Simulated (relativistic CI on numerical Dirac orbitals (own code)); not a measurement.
Calculated levels, Hf⁷⁺

Calculated at this level of theory: Dirac-Coulomb-Breit CI, orbitals from a KLI potential per configuration, QED by a radiative potential, unscaled Slater integrals (own radial code, finite nucleus).

Configurations in the expansion (outside the closed core [Kr] 4d10): 4f¹³5s²5p⁴, 4f¹²5s²5p⁵, 4f¹⁴5s²5p³, 4f¹³5s5p⁵, 4f¹³5s²5p³5d, 4f¹²5s5p⁶, 4f¹¹5s²5p⁵5d, 4f¹²5s²5p⁴5d, 4f¹⁴5s²5p²5d, 4f¹⁴5s5p⁴, 4f¹¹5s²5p⁵6s, 4f¹³5s5p⁴5d, 4f¹³5s²5p³5f, 4f¹⁴5s²5p²6s, 4f¹⁴5p⁵, 4f¹³5s²5p³6s, 4f¹²5s²5p⁴6p, 4f¹⁴5s²5p²5g, 4f¹⁴5s5p³6p, 4f¹³5p⁵5d, 4f¹⁴5p⁴5d, 4f¹³5s5p⁴6s, 4f¹⁴5p⁴6s, 4f¹¹5s²5p⁶, 4f¹⁰5s²5p⁶5d, 4f¹³5p⁶, 4f¹²5p⁶5d, 4f¹⁴5s²5p²6p, 4f¹⁴5s²5p5d6p, 4f¹⁴5s5p³5d, 4f¹⁴5s5p²5d², 4f¹⁴5s²5p²5f, 4f¹⁴5s²5p5d5f. Double excitations out of closed p, d and f shells are left out; levels of such configurations are missing from the list, as are those of other unlisted configurations, and high levels can miss mixing partners. These lack a partner that the ground configuration has and come out too high: 4f¹²5s²5p⁴6p.

The lowest level is 4f¹¹5s²5p⁶ ⁴I°15/2, with 96 % of that term; Hund's rules for 4f¹¹5s²5p⁶ give ⁴I° with J = 15/2, in agreement.

```tsv
No.	Configuration	Term	J	E (cm⁻¹)	%	Next component (%)	Landé g	jj configuration (%)
1	4f¹¹5s²5p⁶	⁴I°	15/2	0.0	96	4 ²K°	1.194	4f7/2^5 (78)
2	4f¹¹5s²5p⁶	⁴I°	13/2	11663.2	99	1 ²K°	1.104	4f5/2^5 4f7/2^6 (92)
3	4f¹¹5s²5p⁶	⁴I°	11/2	17223.3	73	24 ²H°	1.001	4f5/2^5 4f7/2^6 (37)
4	4f¹²5s²5p⁵	⁴H°	13/2	19803.1	78	12 ²I°	1.198	4f7/2^6 5p3/2^3 (88)
5	4f¹¹5s²5p⁶	⁴I°	9/2	20005.3	36	25 ²H°	0.960	4f7/2^5 (66)
6	4f¹²5s²5p⁵	²H°	11/2	21625.0	45	40 ⁴G°	1.165	4f7/2^6 5p3/2^3 (84)
7	4f¹²5s²5p⁵	⁴I°	15/2	22233.7	99	1 ²K°	1.198	4f7/2^6 5p3/2^3 (91)
8	4f¹²5s²5p⁵	²G°	9/2	25469.2	37	16 4f¹¹5s²5p⁶ ⁴F°	1.081	4f7/2^6 5p3/2^3 (59)
9	4f¹¹5s²5p⁶	⁴F°	9/2	26325.6	30	24 ⁴I°	1.075	4f5/2^5 4f7/2^6 (33)
10	4f¹²5s²5p⁵	⁴G°	11/2	27708.3	38	38 ²H°	1.152	4f7/2^6 5p3/2^3 (69)
11	4f¹²5s²5p⁵	²D°	5/2	30703.8	49	28 ²F°	1.100	4f7/2^6 5p3/2^3 (96)
12	4f¹¹5s²5p⁶	⁴S°	3/2	30854.5	55	23 ²P°	1.563	4f7/2^5 (72)
13	4f¹¹5s²5p⁶	²H°	11/2	31442.3	47	24 ⁴G°	1.105	4f5/2^4 4f7/2^7 (43)
14	4f¹²5s²5p⁵	⁴H°	11/2	33496.5	47	33 ⁴G°	1.152	4f5/2^5 4f7/2^7 5p3/2^3 (70)
15	4f¹²5s²5p⁵	⁴G°	9/2	33765.4	44	33 ⁴H°	1.073	4f5/2^5 4f7/2^7 5p3/2^3 (90)
16	4f¹²5s²5p⁵	²F°	7/2	34177.3	23	20 ²G°	1.106	4f7/2^6 5p3/2^3 (70)
17	4f¹²5s²5p⁵	²G°	9/2	34881.6	41	16 ²H°	1.038	4f7/2^6 5p3/2^3 (52)
18	4f¹¹5s²5p⁶	⁴F°	7/2	35497.6	75	10 ²G°	1.169	4f5/2^5 4f7/2^6 (77)
19	4f¹¹5s²5p⁶	⁴F°	5/2	37940.7	78	19 ²D°	1.060	4f5/2^5 4f7/2^6 (52)
20	4f¹¹5s²5p⁶	⁴F°	3/2	38242.6	49	26 ⁴S°	0.922	4f5/2^5 4f7/2^6 (80)
21	4f¹²5s²5p⁵	⁴I°	13/2	39744.8	68	31 ²I°	1.097	4f5/2^5 4f7/2^7 5p3/2^3 (92)
22	4f¹²5s²5p⁵	²G°	7/2	40208.2	48	25 ⁴H°	0.908	4f5/2^5 4f7/2^7 5p3/2^3 (80)
23	4f¹¹5s²5p⁶	⁴F°	9/2	40578.6	30	28 ²G°	1.073	4f5/2^5 4f7/2^6 (44)
24	4f¹²5s²5p⁵	⁴G°	7/2	41441.9	48	30 ²F°	1.078	4f5/2^5 4f7/2^7 5p3/2^3 (72)
25	4f¹²5s²5p⁵	⁴D°	1/2	42685.7	67	29 ²P°	0.254	4f7/2^6 5p3/2^3 (62)
26	4f¹²5s²5p⁵	⁴F°	9/2	42771.4	35	16 ²H°	1.112	4f5/2^5 4f7/2^7 5p3/2^3 (42)
27	4f¹¹5s²5p⁶	²K°	15/2	43371.7	90	6 ²L°	1.062	4f5/2^5 4f7/2^6 (65)
28	4f¹²5s²5p⁵	⁴D°	3/2	43403.5	49	43 ²D°	0.976	4f5/2^5 4f7/2^7 5p3/2^3 (97)
29	4f¹²5s²5p⁵	⁴G°	5/2	43570.9	38	29 ²F°	0.868	4f5/2^5 4f7/2^7 5p3/2^3 (86)
30	4f¹¹5s²5p⁶	⁴G°	11/2	44421.8	65	29 ²H°	1.207	4f5/2^5 4f7/2^6 (60)
```

Energies count from the lowest computed level; ° marks odd parity. Filled j subshells are mostly left out of the jj labels.

The mean weight of the leading LS term, summed over parents, in these 30 levels is 56 %, and that of the leading jj configuration (from the same eigenvectors) 70 %, so jj coupling describes them better and the LS labels are nominal.

At this charge configurations can still be misplaced by up to about 7 % of their energy. Terms inside the open d or f shell come out 10 to 20 % too wide with unscaled integrals. Levels and lines within the n = 5 or 6 shells can be off by up to 10 % or somewhat more, and those that change n by about 2 %, since core polarisation is missing. Levels that differ in their count of f electrons can be misplaced by several ten thousand cm⁻¹, since the correlation energy of f electrons is missing or only estimated; rates across such gaps can be off by orders of magnitude. The computed lowest level isn't the tabulated ground level, which NIST ASD gives as 4f13 5p4 °.

LS names give the leading component of a level, which can be under half, so a name can repeat, a term be missing and a line seem to break the LS rules.
